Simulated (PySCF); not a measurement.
Gas-phase reaction: 2 GeH3F + GeF4 = 3 GeH2 + 3 F2

Energies from PySCF, thermal terms from the rigid-rotor harmonic-oscillator model, ideal gas at 1 bar. † marks an energy on the PBE0/def2-TZVP geometry and frequencies; other levels use their own. MP2 and CCSD(T) freeze the core. All species are closed-shell singlets. Ge: all electrons, no relativistic terms. GeH2: computed as isolated molecules; such fragments, hydroxides, amides, oligomers or adducts are transient or little studied in the gas. MP2 isn't extrapolated to the basis-set limit; its ΔH°(298 K) is 2520.5 kJ in def2-SVP and 2586.2 kJ in def2-TZVPP. CCSD(T) isn't extrapolated to the basis-set limit; its ΔH°(298 K) is 2359.1 kJ in def2-SVP and 2438.7 kJ in def2-TZVPP. The harmonic model lacks anharmonicity and excited electronic states, which grow with temperature; levels with a mode under 35 cm⁻¹ are left out.

| level | ΔE electronic, kJ | ΔH°(298 K), kJ | ΔS°(298 K), J/K | ΔG°(600 K), kJ |
|---|---|---|---|---|
| CCSD(T)/def2-SVP† | 2396 | 2359 | 460 | 2083 |
| HF/def2-TZVP† | 2588 | 2551 | 460 | 2275 |
| M06-2X/def2-TZVP† | 2574 | 2537 | 460 | 2262 |
| MP2/def2-SVP† | 2558 | 2520 | 460 | 2245 |
| PBE0/def2-SVP† | 2399 | 2362 | 460 | 2086 |
| PBE0/def2-TZVP | 2433 | 2396 | 460 | 2120 |
ΔH° is lowest at CCSD(T)/def2-SVP† and highest at HF/def2-TZVP†. No reference value is set beside these.
